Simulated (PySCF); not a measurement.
CHBBrF3O.
Numbering: `[F:1][C:2]([F:3])([F:4])[O:5][BH:6][Br:7]` (hydrogens: H8 on B6)

Method: PBE0-D3(BJ)/def2-SVP geometry optimisation, gas phase in PySCF; density fitting, grid level 1; the optimiser is geomeTRIC in internal coordinates, started from a GFN2-xTB structure with every atom displaced at random (about 0.01 Å).

Step 0: E = -81938.4856 eV
```
atom  x, y, z in Å  |  force x, y, z in eV/Å
F1     -0.7470    0.7057   -1.3416    0.001   0.131  -0.605
C2     -0.4781    0.4968   -0.0630   -0.800   1.189  -0.373
F3     -0.7090    1.6508    0.5763    0.443  -0.096   0.049
F4     -1.3199   -0.3744    0.3905   -0.742  -0.989   0.517
O5      0.7569    0.0412    0.0953    0.839  -0.130   0.369
B6      1.8875    0.7183   -0.2577   -0.530  -0.372   0.163
Br7     3.4703   -0.1769    0.1042    0.927  -0.355   0.139
H8      1.8903    1.7779   -0.7625   -0.139   0.623  -0.259
```

Step 1: E = -81938.5695 eV
```
atom  x, y, z in Å  |  force x, y, z in eV/Å
F1     -0.7514    0.7086   -1.3668   -0.065   0.008   0.127
C2     -0.5029    0.5109   -0.0790    0.257  -0.359   0.131
F3     -0.6463    1.6570    0.5657   -0.191   0.079  -0.009
F4     -1.3621   -0.3733    0.4022    0.103   0.321  -0.194
O5      0.7519    0.0144    0.1050   -0.090  -0.094  -0.028
B6      1.8781    0.6934   -0.2396    0.016   0.067  -0.058
Br7     3.5397   -0.1557    0.0974   -0.012   0.009   0.002
H8      1.8440    1.7841   -0.7435   -0.018  -0.031   0.029
```

Step 2: E = -81938.5740 eV
```
atom  x, y, z in Å  |  force x, y, z in eV/Å
F1     -0.7403    0.7136   -1.3574    0.066   0.032  -0.140
C2     -0.4926    0.5091   -0.0724   -0.122  -0.134  -0.034
F3     -0.6562    1.6576    0.5666    0.101   0.053   0.087
F4     -1.3736   -0.3566    0.3882    0.120  -0.017   0.033
O5      0.7561    0.0017    0.1121   -0.181  -0.012   0.078
B6      1.8779    0.6839   -0.2422    0.059   0.091  -0.026
Br7     3.5507   -0.1423    0.0925   -0.034  -0.009  -0.003
H8      1.8292    1.7724   -0.7460   -0.009  -0.004   0.004
```

Task: Estimate the geometry and energy of step 3. (The exact step hangs on the optimiser's Hessian estimate; all steps are aligned on step 2, rigid shifts and turns removed.)

Result: E = -81938.5761 eV, largest force 0.081 eV/Å
```
atom  x, y, z in Å  |  force x, y, z in eV/Å
F1     -0.7293    0.7148   -1.3604   -0.006   0.022  -0.050
C2     -0.4910    0.5077   -0.0729   -0.033  -0.073   0.008
F3     -0.6489    1.6562    0.5701    0.016   0.039   0.027
F4     -1.3691   -0.3585    0.3880    0.019  -0.001  -0.015
O5      0.7547    0.0013    0.1168   -0.059   0.004   0.039
B6      1.8728    0.6896   -0.2411    0.057  -0.006  -0.022
Br7     3.5400   -0.1459    0.0928    0.014   0.012  -0.002
H8      1.8218    1.7743   -0.7518   -0.008   0.003   0.016
```

The energy changes by -0.0020 eV. The first-order estimate −F·Δx gives -0.0040 eV and the mean of the old and new forces, exact on a quadratic surface, -0.0020 eV. The step makes an angle of 63° with the force vector and moves no atom by more than 0.012 Å.

The cost below is that of the whole optimisation. Hardware: Arm Neoverse V1, one thread, no GPU, shared host with 32 logical CPUs at a one-minute load of 26. Cost: 49 s of wall time, 0.50 GiB resident at most.
